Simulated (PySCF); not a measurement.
A PySCF script (with the pyscf-properties extension) for the NMR shieldings of `CP1[C@H](CC)CC[C@@H]1C`, C$_{8}$H$_{17}$P, on a GFN2-xTB geometry:

```python
import basis_set_exchange as bse
import numpy as np
from pyscf import gto, dft
from pyscf.prop import nmr

atoms = """
C     2.971303    0.113968    0.875124
C     2.012667    0.920417    0.010563
C     0.822931    0.078306   -0.441329
C    -0.113525    0.833610   -1.384549
C    -1.449463    0.101638   -1.370524
C    -1.832898   -0.117650    0.094766
C    -2.523379    1.102354    0.698400
P    -0.233287   -0.472359    1.024176
C    -0.161083   -2.305192    0.749618
H     3.378270   -0.726114    0.315305
H     2.443821   -0.274769    1.745963
H     3.797565    0.732694    1.217419
H     2.541744    1.301710   -0.867913
H     1.648051    1.779883    0.579057
H     1.196885   -0.822186   -0.943200
H     0.303116    0.885072   -2.392310
H    -0.247856    1.856265   -1.025921
H    -1.336992   -0.860082   -1.876467
H    -2.222272    0.667668   -1.893679
H    -2.499451   -0.980473    0.201188
H    -3.458499    1.310847    0.179955
H    -1.887361    1.982038    0.629443
H    -2.743485    0.928333    1.750010
H    -0.418669   -2.572011   -0.274256
H    -0.854714   -2.787803    1.436786
H     0.845538   -2.653548    0.975651
"""
names = dict.fromkeys(["C", "P", "H"], "pcSseg-1")
basis = {el: gto.basis.parse(bse.get_basis(n, elements=[el], fmt="nwchem")) for el, n in names.items()}
mol = gto.M(atom=atoms, basis=basis, charge=0, verbose=0)
mf = dft.RKS(mol, xc="PBE0")
mf.grids.level = 2
mf.grids.alignment = dft.numint.BLKSIZE   # the property module wants whole blocks of grid points
mf.conv_tol = 1e-9
mf.kernel()

calc = nmr.RKS(mf)   # GIAO
C = mf.mo_coeff
Co = C[:, mf.mo_occ > 0]
resp = mf.gen_response(singlet=True, hermi=2)
def vind(x):   # induced exchange potential for any number of trial vectors
    d = np.einsum("pi,xij,qj->xpq", C, 2 * x.reshape(-1, C.shape[1], Co.shape[1]), Co, optimize=True)
    return np.einsum("xpq,pi,qj->xij", resp(d - d.transpose(0, 2, 1)), C, Co, optimize=True).ravel()
mo1, _ = nmr.rhf.solve_mo1(calc, with_cphf=vind)
sigma = calc.kernel(mo1)
for i, s in enumerate(sigma):   # ppm
    w = np.linalg.eigvalsh((s + s.T) / 2)
    print("%2d %-2s iso %8.1f  s11 %8.1f  s22 %8.1f  s33 %8.1f" % (i, mol.atom_pure_symbol(i), w.mean(), *w))
```

**Question.** What does it print?

**Answer.** 
```
 0 C  iso    168.0  s11    156.1  s22    161.2  s33    186.7
 1 C  iso    153.7  s11    141.7  s22    150.1  s33    169.4
 2 C  iso    130.7  s11    110.0  s22    137.3  s33    144.7
 3 C  iso    148.6  s11    113.0  s22    157.0  s33    175.8
 4 C  iso    149.3  s11    120.1  s22    160.7  s33    167.1
 5 C  iso    145.9  s11    126.0  s22    149.4  s33    162.4
 6 C  iso    163.1  s11    138.6  s22    163.8  s33    187.0
 7 P  iso    346.4  s11    263.4  s22    354.0  s33    421.8
 8 C  iso    169.2  s11    153.8  s22    168.0  s33    185.6
 9 H  iso     30.9  s11     26.9  s22     28.9  s33     36.9
10 H  iso     30.4  s11     25.2  s22     31.8  s33     34.1
11 H  iso     30.5  s11     25.6  s22     27.1  s33     38.7
12 H  iso     29.9  s11     24.3  s22     29.3  s33     36.2
13 H  iso     30.5  s11     26.2  s22     30.2  s33     35.1
14 H  iso     30.5  s11     28.4  s22     29.2  s33     33.9
15 H  iso     29.7  s11     24.4  s22     27.7  s33     36.8
16 H  iso     30.2  s11     26.0  s22     29.6  s33     34.9
17 H  iso     29.6  s11     26.1  s22     26.9  s33     35.8
18 H  iso     30.1  s11     25.0  s22     27.8  s33     37.5
19 H  iso     30.1  s11     25.6  s22     28.7  s33     35.8
20 H  iso     30.6  s11     25.5  s22     27.4  s33     38.9
21 H  iso     30.7  s11     25.9  s22     30.5  s33     35.6
22 H  iso     30.4  s11     25.4  s22     28.4  s33     37.5
23 H  iso     30.6  s11     25.7  s22     30.1  s33     36.0
24 H  iso     30.6  s11     25.7  s22     27.3  s33     39.0
25 H  iso     30.8  s11     25.5  s22     29.2  s33     37.6
```

These numbers come from an equivalent density-fitted implementation of the same equations, which agrees with the script to about 0.01 ppm for H and up to a few tenths of a ppm for heavy atoms, so last digits may differ.

Size and cost of the density-fitted run: 245 basis functions, 66 s wall time on 1 thread of an Arm Neoverse V1, shared host.
